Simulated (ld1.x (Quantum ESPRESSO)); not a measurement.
# What the settings do to the TM potential of cadmium

Base potential:

ld1.x (Quantum ESPRESSO) 7.5 input, shortened:

```
&input
   title='Cd', zed=48., rel=1, dft='PZ', iswitch=3,
   config='[Kr] 4d10 5s2 5p0'
 /
 &inputp
   pseudotype=2, tm=.true., lloc=0,
   nlcc=.true., new_core_ps=.true.
 /
3
4P  2  1   6.00   0.00  1.60  1.60  0.0
4D  3  2  10.00   0.00  1.50  1.50  0.0
4S  1  0   2.00   0.00  1.00  1.00  0.0
 &test
   configts(1)='4s2 4p6 4d10 5s2 5p0'
 /
```

Occupied shells without a wave of their own: 5s. They enter only through the test configuration that unscreens the potential, and ld1.x also counts them in the model core charge.

All-electron outer shells of the reference configuration (LDA (PZ), scalar-relativistic, ld1.x):

```json
{"shell": "3p", "level (eV)": "-600.95", "outermost node (bohr)": "0.14", "outermost maximum (bohr)": "0.32"}
{"shell": "3d", "level (eV)": "-394.01", "outermost node (bohr)": "–", "outermost maximum (bohr)": "0.27"}
{"shell": "4s", "level (eV)": "-105.84", "outermost node (bohr)": "0.43", "outermost maximum (bohr)": "0.79"}
{"shell": "4p", "level (eV)": "-66.99", "outermost node (bohr)": "0.43", "outermost maximum (bohr)": "0.84"}
{"shell": "4d", "level (eV)": "-11.90", "outermost node (bohr)": "0.42", "outermost maximum (bohr)": "0.98"}
{"shell": "5s", "level (eV)": "-5.96", "outermost node (bohr)": "1.07", "outermost maximum (bohr)": "2.32"}
{"shell": "5p", "level (eV)": "-1.33", "outermost node (bohr)": "1.20", "outermost maximum (bohr)": "3.25"}
```

Cutoffs, loose and tight: the cutoffs (Ry, on a coarse ladder) from which the occupation-weighted sum of valence levels, in a spherical-Bessel basis at the reference potential, stays within 10 and 1 mRy of its value at 400 Ry. They do not see the model core or the augmentation charge, which bear on the density cutoff. Test errors are all-electron minus pseudo excitation energies from the reference, over the configurations 4s2 4p6 4d10 5s1 5p0; 4s2 4p6 4d10 5s0 5p0; 4s2 4p6 4d9 5s0 5p0; 4s2 4p6 4d10 5s0 5p2; 4s2 4p6 4d10 5s1 5p1; 4s2 4p5 4d10 5s2 5p0; 4s2 4p6 4d8 5s0 5p0 (two spin-polarised tests are not counted in the largest error). A dash means not determined; rows that change the core or the reference have their own tests.

With those shells counted twice in exchange and correlation these files are broken, and their errors move erratically; no question is asked of them.

```csv
change,outcome,"cutoff, loose","cutoff, tight",bound ghosts,largest test error (meV)
base,"generated, misses its reference levels by 0.16 eV",140 Ry,260 Ry,none,-2083
functional PW91,"generated, misses its reference levels by 0.16 eV",140 Ry,260 Ry,none,-1910
reference 4s2 4p6 4d10 5s0 5p0,generated,140 Ry,260 Ry,none,+633
"all radii but the core radius scaled by about 0.89 (s 0.88, p 1.42, d 1.34 bohr)",generated,160 Ry,300 Ry,none,-1721
wave 4s (bound): rc 1.00 bohr becomes 4s (bound): rc 0.88 bohr,generated,160 Ry,300 Ry,none,-1718
wave 4p (bound): rc 1.60 bohr becomes 4p (bound): rc 1.80 bohr,"generated, misses its reference levels by 0.16 eV",140 Ry,260 Ry,none,-2082
local potential all-electron potential smoothed inside 0.90 bohr (lloc = -1),failed: run_pseudo: Errors in PS-KS equation,–,–,–,–
```
